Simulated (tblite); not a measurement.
C2H11NSeSi3.
Atom-mapped SMILES: `[CH2:1]=[CH:2][Se:3][SiH2:4][N:5]([SiH3:6])[SiH3:7]` (hydrogens: H8, H9 on C1; H10 on C2; H11, H12 on Si4; H13, H14, H15 on Si6; H16, H17, H18 on Si7)

Structure used (GFN2-xTB), in Å, numbered top down from 1:
```
atom  x, y, z in Å
C1     3.5799    0.5269    0.1014
C2     3.2773   -0.6016   -0.5162
Se3    1.5523   -1.3380   -0.8122
Si4    0.2211    0.3379   -0.0671
N5    -1.4328   -0.0477   -0.3821
Si6   -2.0230   -1.6381   -0.8213
Si7   -2.5675    1.2572   -0.1428
H8     2.8347    1.1840    0.5137
H9     4.6071    0.8337    0.2125
H10    4.0483   -1.2470   -0.9158
H11    0.5821    1.5562   -0.7961
H12    0.4247    0.5188    1.3761
H13   -3.2672   -1.8477   -0.0812
H14   -2.2570   -1.6446   -2.2674
H15   -1.0306   -2.6358   -0.4293
H16   -2.0084    2.4587   -0.7568
H17   -3.8151    0.8692   -0.7878
H18   -2.7347    1.4641    1.2960
```

Calculated harmonic vibrations of the isolated species, GFN2-xTB (tblite), most abundant isotopes, no scaling. Errors from tens to a few hundred cm⁻¹ against measured bands are possible. Modes of hydrogen on silicon can be 10 to 20 % off. One conformer, not necessarily the lowest. The optimisation stopped once no atom felt more than 0.01 eV/Å.

Lowest wavenumbers of the output (negative numbers stand for imaginary wavenumbers):
```
mode    cm-1
  1     -44.4
  2     -36.6
  3      16.2
  4      42.9
  5      91.5
  6      97.6
  7     137.6
  8     174.1
  9     192.2
 10     236.1
 11     338.4
 12     397.7
 13     479.1
 14     508.9
 15     528.3
```

Q: Is this structure a minimum?

A: Not by this Hessian. 2 modes are imaginary beyond 20i (44i and 37i cm⁻¹), so at this level the point lies at or near a saddle of order 2. The curvature is small, so loose convergence or finite differences may be the whole cause.

Q: Which atoms move in the imaginary modes?

A: 44i: H14 (Si–H hydrogen) 18 %, H18 (Si–H hydrogen) 17 %, H17 (Si–H hydrogen) 15 %, H16 (Si–H hydrogen) 13 %; 37i: H18 (Si–H hydrogen) 18 %, H14 (Si–H hydrogen) 16 %, H16 (Si–H hydrogen) 15 %, H17 (Si–H hydrogen) 13 %. These are shares of the mass-weighted motion.

Q: What is the remedy?

A: Step along such a mode in both directions, optimise again with tighter thresholds and repeat the frequencies. The zero-point energy of this point (70.4 kcal/mol) counts the 46 real modes alone, and thermal corrections from it aren't those of a minimum.
